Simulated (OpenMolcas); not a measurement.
Pt2+: effect of the metal basis

Pt2+ with its 6 nearest fluoride ions at 2.067 Å, on the Mg site of KMgF3 (a = 3.973 Å, distance in the model lattice 1.986 Å). The rest of the host is ab initio model potentials to 7.6 Å and point charges beyond; the distance is set by hand and nothing relaxes.

| Quantity | Value |
| --- | --- |
| Program | OpenMolcas 26.06 |
| Method | CASSCF |
| Spin-orbit coupling | state interaction with AMFI integrals over the reference wave functions |

Fixed: ligand basis ANO-RCC-VDZP, active space 8 electrons in 5 orbitals (5d), DKH2 Hamiltonian.

States (labels of O, the rotations of Oh). Energies in cm-1 above the lowest state or level, χT in cm3 K/mol; 10Dq and B are least-squares fits to the states below 45000 cm-1, weighted by degeneracy, with a free offset, and given where the rms deviation is under 5 % of |10Dq| (or 100 cm-1) and under 700 cm-1.

```json
{"Run": "A", "Metal basis": "ANO-RCC-VDZP", "Ground state": "3A2", "First state of that spin": "3T2 20898", "10Dq": "20665", "B (rms of fit)": "793 (71)", "First gap with spin-orbit (degeneracies)": "10917 (3, 2)", "χT at 300 K": "1.610", "First state of another spin": "1E 12480", "Cost": "roughly 30 core-seconds"}
{"Run": "B", "Metal basis": "ANO-RCC-VTZP", "Ground state": "3A2", "First state of that spin": "3T2 20492", "10Dq": "20369", "B (rms of fit)": "797 (80)", "First gap with spin-orbit (degeneracies)": "11046 (3, 2)", "χT at 300 K": "1.614", "First state of another spin": "1E 12666", "Cost": "roughly 27 core-seconds"}
```

Against A, |10Dq| changes by -1.4 % in B.

Costs are those of the RASSCF and RASSI steps.

Without dynamic correlation the repulsion within the d shell is too large (B by tens of per cent), so at a given field states of lower spin stand too high. Real 4d8 and 5d8 ions are as a rule square planar and diamagnetic. With metal d orbitals alone the field can be off either way by tens of per cent. Ligand-to-metal charge-transfer states are missing. With no ligand orbital active B as a rule stays too high, so bands that hang on it stand too high and its fall with covalency is understated. The least metal-like active orbital is 85 % on the metal (Löwdin) and no ligand orbital is active, so the numbers are rough (holds for A). No measured value stands beside these numbers; the geometry was set by hand and not optimised.
